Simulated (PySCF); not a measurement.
# Electron correlation in Mg (magnesium, neutral)

[Ne] 3s1 3p1, high-spin 3P determinant (an excited configuration). Computed with PySCF 2.14 in x2c-TZVPPall (5s4p3d, 32 functions), with the spin-free X2C one-electron Hamiltonian (Gaussian nucleus). Frozen: [Ne]; 2 electrons correlated.

With two correlated electrons CCSD is exact within the correlated space (frozen core and kept virtual orbitals).

| level | correlation energy (mhartree) |
| --- | --- |
| CCSD | -3.92 |

Diagnostics: T1 = 0.0045, D1 = 0.0087, largest double amplitude 0.060.

Cost of the coupled-cluster step: of the order of 0.09 core-seconds, for 2 correlated electrons.

The basis was made for the ground configuration and has no added diffuse functions, which can raise the energy of the promoted electron.
